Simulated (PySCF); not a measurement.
AlI₂, SMILES [I][Al][I], multiplicity 2.

Coordinates come from a B3LYP-D3(BJ)/def2-SVP optimisation. The spin state was assumed, not searched. The isomer is the one that the SMILES or the coordinates give; other isomers of the formula were not compared. The def2 effective core potentials stand for the cores of I; spin–orbit coupling is left out.

Computed with PySCF with B3LYP-D3(BJ)/def2-SVP.

Frequencies are harmonic and unscaled.

| mode | ν (cm⁻¹) | IR (km/mol) | moving atoms (share of kinetic energy) |
|---|---|---|---|
| 1 | 67 | 0.6 | I 86 %, Al 14 % |
| 2 | 270 | 19.6 | Al 76 %, I 24 % |
| 3 | 383 | 126.1 | Al 88 %, I 12 % |
